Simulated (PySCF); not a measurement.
Spectra and structures to be paired. Theory: TDDFT PBE0/def2-SVPD, vertical, gas phase, core orbitals frozen in the response (PySCF). Geometries: PBE0-D3(BJ)/def2-SVP; one conformer of each isolated species. Triplets are in the Tamm–Dancoff approximation.

A. `CCNB(C)C`
B. `O=CC(F)F`
C. `C#C[Si@H]1C=C[Si@@H](C)C=C1`
D. `N[SiH2]B(O)O`
E. `[N]#[Cr]([Cl])([Cl])[Cl]`

Lowest singlet levels (six at most, fewer where fewer were computed) with oscillator strengths:

1. 5.47 eV (f 0.004); 6.48 eV (f 0.006); 6.54 eV (f 0.031); 7.16 eV (f 0.012); 7.24 eV (f 0.014); 7.34 eV (f 0.047); T1 5.00 eV
2. 5.29 eV (f 0.001); 5.55 eV (f 0.010); 5.85 eV (f 0.000); 5.91 eV (f 0.093); 5.93 eV (f 0.001); 5.98 eV (f 0.034); T1 3.98 eV
3. 4.05 eV (f 0.000); 7.43 eV (f 0.000); 8.23 eV (f 0.030); 8.31 eV (f 0.050); 8.90 eV (f 0.049); 8.94 eV (f 0.053); T1 3.35 eV
4. 2.49 eV (f 0.000); 2.60 eV (f 0.001); 2.64 eV (f 0.001 summed over 2 states); 3.26 eV (f 0.003 summed over 2 states); 3.38 eV (f 0.037 summed over 2 states); 4.06 eV (f 0.000); T1 2.28 eV
5. 6.57 eV (f 0.014); 7.40 eV (f 0.204); 7.54 eV (f 0.004); 7.64 eV (f 0.021); 7.71 eV (f 0.030); 7.78 eV (f 0.110); T1 5.97 eV

Question: Match each spectrum to its molecule.

Answer: 1 = D, 2 = C, 3 = B, 4 = E, 5 = A.
- A: S1 at 6.57 eV, HOMO→LUMO (96%); Löwdin shares by element: HOMO nitrogen 53%, carbon 17% or more, boron 11% (atoms not listed hold the other 19%); LUMO boron 36%, carbon 15% or more, hydrogen 7% or more (atoms not listed hold the other 42%); HOMO -7.35 and LUMO 0.40 eV.
- B: S1 at 4.05 eV, HOMO→LUMO (99%); S1 has the pattern of n→π* at C=O; HOMO -8.47 and LUMO -2.01 eV.
- C: S1 at 5.29 eV, HOMO→LUMO (86%); Löwdin shares by element: HOMO carbon 49% or more (atoms not listed hold the other 51%); LUMO carbon 59% or more (atoms not listed hold the other 41%); HOMO -7.70 and LUMO -1.02 eV; point group Cs, 1 of its 6 listed states under f = 0.0005.
- D: S1 at 5.47 eV, HOMO→LUMO (99%); Löwdin shares by element: HOMO nitrogen 53%, hydrogen 17% or more, silicon 17%; LUMO boron 26%, silicon 25%, oxygen 21% (atoms not listed hold the other 29%); HOMO -7.30 and LUMO -0.43 eV.
- E: S1 at 2.49 eV, HOMO-1/HOMO→LUMO/LUMO+1 (≥96%); for S1 the Löwdin share of chromium is at most 6% in HOMO-1 and 64% in LUMO (ligand-to-metal charge transfer by this measure); HOMO -9.48 and LUMO -5.17 eV; point group C3v, 2 of its 9 listed states under f = 0.0005.

A slash joins orbitals within 0.01 eV of each other, whose weights are summed (≥ marks a lower bound).
